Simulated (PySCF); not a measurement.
**Basis-set dependence of RbBe⁺ at CCSD(T)**

PySCF, RHF reference; singlet, unpaired electrons none; De to Rb⁺ + Be without counterpoise correction. Frozen cores follow the default of each basis and core potential.

| basis | relativity | functions | Re (Å) | ωe (cm⁻¹) | De (eV) | frozen orbitals |
| --- | --- | --- | --- | --- | --- | --- |
| def2-SVP | scalar-relativistic core potentials | 33 | 3.907 | 92.7 | 0.11 | 0 |
| def2-TZVP | scalar-relativistic core potentials | 52 | 3.788 | 101 | 0.15 | 0 |
| x2c-SVPall | spin-free X2C | 59 | 3.925 | 90.0 | 0.13 | 9 |

Task: How does each smaller set differ from the one with most functions, x2c-SVPall?

Result: def2-SVP: -1.8 pm, +3.0 % in ωe, -0.02 eV in De; def2-TZVP: -13.7 pm, +12.2 % in ωe, +0.02 eV in De. All at CCSD(T); the set with most functions is neither the basis-set limit nor always the best. The rows treat relativity differently, so the differences are not basis effects alone.

Correlated steps freeze the inner cores (0 to 9 orbitals); shallow outer-core shells are correlated. The bond is weak. Basis-set superposition, not corrected here, can be much of De in a small basis, most of all at correlated wavefunction levels. For an ion De counts to the pair picked by the measured ionisation energies or electron affinities, which need not be the lowest pair at this level.
